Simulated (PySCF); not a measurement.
State search for SnO⁺

Unrestricted PBE0; Sn aug-cc-pVDZ-PP with ECP28, O aug-cc-pVDZ; scalar-relativistic core potentials (PySCF 2.14). Outer shells of the fragments: Sn+ 4d10 5s2 5p1; O 2s2 2p4.

Followed along the bond (rough minima from three points):

```json
{"2Ms+1": "2", "unpaired": "π ↑", "⟨S²⟩ at the start": "0.76", "R at minimum (Å)": "2.01", "Te (eV)": "0.00"}
{"2Ms+1": "2", "unpaired": "σ ↑", "⟨S²⟩ at the start": "0.77", "R at minimum (Å)": "1.89", "Te (eV)": "0.46"}
{"2Ms+1": "4", "unpaired": "σ ↑, π ↑↑", "⟨S²⟩ at the start": "3.77", "R at minimum (Å)": "none in the scan", "Te (eV)": "≤ 3.11"}
```

Solutions found at the starting distance of 2.050 Å, counted from the lowest of them; the search is not exhaustive and high or unbound solutions are not listed, so other states can lie among these:

```
2Ms+1   unpaired   term  E (eV)  ⟨S²⟩  ⟨Lz²⟩  μ (D)
    2        π ↑     ²Π    0.00  0.76   1.02  -2.85
    2        σ ↑    ²Σ⁺    0.72  0.77   0.00  -3.98
    4  σ ↑, π ↑↑  mixed    3.26  3.77   2.01  -0.77
    4  σ ↑, π ↑↑  mixed    3.43  3.76   2.01  -0.73
    2  σ ↑, π ↑↓  mixed    3.73  1.77   2.01  -0.31
    4      π ↑↑↑     ⁴Π    3.75  3.76   1.00   1.85
```

A term symbol is given only where ⟨S²⟩ and ⟨Lz²⟩ are close to those of a pure state; real π, δ and φ orbitals otherwise mix terms. A positive dipole points towards O; it is taken about the centre of mass and depends on that origin.

Question: Compare the gap between the two lowest followed solutions at the starting distance with the gap between their minima.

Answer: At PBE0 the second solution (doublet, unpaired electrons σ ↑) lies +0.72 eV from the first (doublet, unpaired electrons π ↑) at 2.050 Å and +0.46 eV at the minima; the two curves relax by different amounts, since their minima lie near 1.89 and 2.01 Å.

Spin–orbit coupling is left out. Counting both spins, an empty level lies below a filled one in some of these solutions, because spin and occupation are held.
